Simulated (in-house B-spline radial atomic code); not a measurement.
**RPA and G0W0 on Hartree-Fock: Se⁶⁺**

Configuration [Ar] 3d10, mean-field start Hartree-Fock. Computed with a B-spline radial code for spherical atoms: all electrons, non-relativistic, point nucleus, each spin shell either full or empty, empty states to l = 9 with an (l + 1/2)⁻⁴ tail; G0W0 by contour deformation at full frequency.

Command:
```bash
python run_gw.py task.json out
```
Settings (radii: box in bohr, nucleus in fm):
```
Z                        34
electrons                28
configuration            [Ar] 3d10
hamiltonian              nr
method                   hf
lmax                     9
spin_polarised           False
box_radius               9.29
intervals                50
```

Run time, properties included: 1.3 s on 1 thread of Arm Neoverse V2, on a shared host.

Energies (hartree):

| term | value |
| --- | --- |
| mean-field total | -2390.81806 |
| Hartree-Fock functional on these orbitals | -2390.81806 |
| direct second order | -2.1829 |
| second-order exchange | 0.63954 |
| SOSEX correction | 0.6015 |

What is the RPA correlation energy, and what remains with SOSEX?

RPA gives -1.96 hartree (-1.9 eV per electron); RPA + SOSEX gives -1.3585, and the second-order doubles (MP2) -1.5434 hartree. SOSEX takes back 31 % of the RPA value.

Quasi-particle levels (eV):

```
level  occupied  mean field  Σx - vxc     Σc  QP weight      G0W0
   3d       yes     -158.43      0.00      ?          ?         ?
   3p       yes     -267.44      0.00   5.59      0.931   -261.85
   3s       yes     -328.95      0.00   7.18      0.911   -321.77
   2p       yes    -1564.72      0.00  20.69      0.934  -1544.03
   4s        no      -79.51      0.00  -1.08      0.995    -80.58
```

G0W0 = mean field + (Σx - vxc) + Σc, with Σc (partial-wave tail included) taken at the quasi-particle energy. Only the outer levels were computed.

Where does G0W0 put 3d?

At -156.97 eV, with Σc = 1.47 eV and a quasi-particle weight of 0.976. The tabulated removal energy is 155.327 ± 0.012 eV (NIST, measured); the calculation leaves out relativity, Breit and QED terms, and what these don't explain is the method's own error.
